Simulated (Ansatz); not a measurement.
C$_{3}$H$_{7}$NOSi (`COC1=N[SiH]1C`). Total charge 0; spin multiplicity 1.

```xyz
13

C     1.8720   -1.1988    1.6048
O     0.4602   -1.1500    1.3672
C     0.1221   -0.6007    0.2196
N     0.8415   -0.0994   -0.7184
Si   -0.8938    0.0108   -1.0947
C    -1.7666    1.6460   -1.0690
H     1.9939   -1.6763    2.5740
H     2.3684   -1.7778    0.8245
H     2.2902   -0.1909    1.6166
H    -1.4427   -0.9135   -2.1149
H    -2.8338    1.5134   -0.8741
H    -1.3469    2.2938   -0.2981
H    -1.6645    2.1434   -2.0375
```

(1) Give the diagnostics of a CCSD(T)/def2-TZVPP run (frozen core, Ansatz 0.2.0). (Best estimate.)

Results:

(1) Ansatz gave: T1 = 0.0140, largest single amplitude 0.025, largest double 0.039, (T) share of the correlation energy 4.3 %, 10 CCSD cycles. The RHF solution is stable towards an unrestricted one. T1 lies under the customary mark of 0.02 for closed shells.
